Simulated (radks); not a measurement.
Au4.25+, configuration [Kr] 4d10 4f14 5s2 5d(up 4, down 4) 5p(up 2.75, down 2) (fractional occupations, a model configuration). Method: scalar-relativistic Kohn-Sham, LDA (Slater exchange, Perdew-Wang correlation), spin-polarised, spherical densities, point nucleus; computed with a radial shooting solver on a logarithmic mesh with Libxc functionals.

X-ray form factor f0, the Fourier transform of the density (f0(0) = 74.75):

sin(theta)/lambda (1/angstrom),f0 (electrons)
0.05,74.141
0.1,72.397
0.15,69.748
0.2,66.497
0.25,62.951
0.3,59.362
0.4,52.666
0.5,46.974
0.6,42.208
0.8,34.542
1,28.485
1.25,22.765
1.5,18.904
2,14.702
